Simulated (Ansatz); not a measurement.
A nudged elastic band was laid between two geometries of CH9GeNSi (13 atoms, charge 0, multiplicity 1).

Method: RKS PBE-D4/def2-SVP (Ansatz 0.2.0).

- movable images: 8
- climbing image: no
- spring: 5.0 eV/Å²
- optimiser: quadratic models (default)
- start path: IDPP
- force threshold: 0.05 eV/Å
- iteration limit: 60
- end points: relaxed

Initial state:

```xyz
13
Properties=species:S:1:pos:R:3
N -1.674 0.864 -0.525
C -1.309 -0.549 -0.433
Si 0.572 -0.774 -0.676
Ge 1.760 0.470 0.991
H -2.689 0.985 -0.424
H -1.248 1.398 0.243
H -1.611 -1.085 0.506
H -1.793 -1.107 -1.265
H 0.996 -0.307 -2.042
H 0.929 -2.233 -0.528
H 1.415 -0.048 2.415
H 3.298 0.375 0.809
H 1.374 1.976 0.944
```

Final state:

```xyz
13
Properties=species:S:1:pos:R:3
N -1.857 0.835 -0.409
C -1.408 -0.559 -0.311
Si 0.474 -0.825 -0.603
Ge 1.719 0.416 1.023
H -1.599 1.229 -1.323
H -1.372 1.417 0.287
H -1.688 -0.965 0.685
H -1.972 -1.177 -1.044
H 0.822 -0.284 -1.968
H 0.898 -2.275 -0.553
H 1.509 -0.163 2.450
H 3.242 0.414 0.724
H 1.252 1.900 1.056
```

Problem. What changes between the two ends?

Solution. No bond is made or broken. The height of N1 over the plane of its neighbours goes from 0.39 to -0.40 Å.

Problem. What energy profile does the band end with?

Solution. The run converged. The highest image is number 4 of 0 to 9, 3.9 kcal/mol above the first end and 4.1 kcal/mol above the last; the last end lies 0.3 kcal/mol below the first. No image climbed, so the highest image needn't sit at the top of the path.

| image | path coordinate (Å) | energy (kcal/mol) | height of N1 over the plane of its neighbours (Å) |
| --- | --- | --- | --- |
| 0 | 0.00 | 0.0 | 0.39 |
| 1 | 0.23 | 0.1 | 0.39 |
| 2 | 0.46 | 0.4 | 0.38 |
| 3 | 0.69 | 1.3 | 0.32 |
| 4 | 0.92 | 3.9 | 0.11 |
| 5 | 1.15 | 3.7 | -0.14 |
| 6 | 1.38 | 1.1 | -0.34 |
| 7 | 1.61 | 0.3 | -0.38 |
| 8 | 1.84 | -0.2 | -0.39 |
| 9 | 2.07 | -0.3 | -0.40 |

Problem. What is the geometry of the highest image?

Solution. 
```xyz
13
Properties=species:S:1:pos:R:3
N -1.655 0.825 -0.381
C -1.348 -0.582 -0.314
Si 0.529 -0.812 -0.642
Ge 1.776 0.444 0.969
H -2.415 1.160 -0.964
H -1.338 1.451 0.354
H -1.655 -1.112 0.626
H -1.885 -1.111 -1.130
H 0.856 -0.288 -2.017
H 0.974 -2.255 -0.560
H 1.559 -0.117 2.403
H 3.302 0.428 0.682
H 1.322 1.932 0.988
```

The band took 6 iterations and roughly 5 core-minutes.

Run time: 2.5 min on 2 threads of Arm Neoverse V1, with other jobs on the host, peak memory 0.17 GiB.
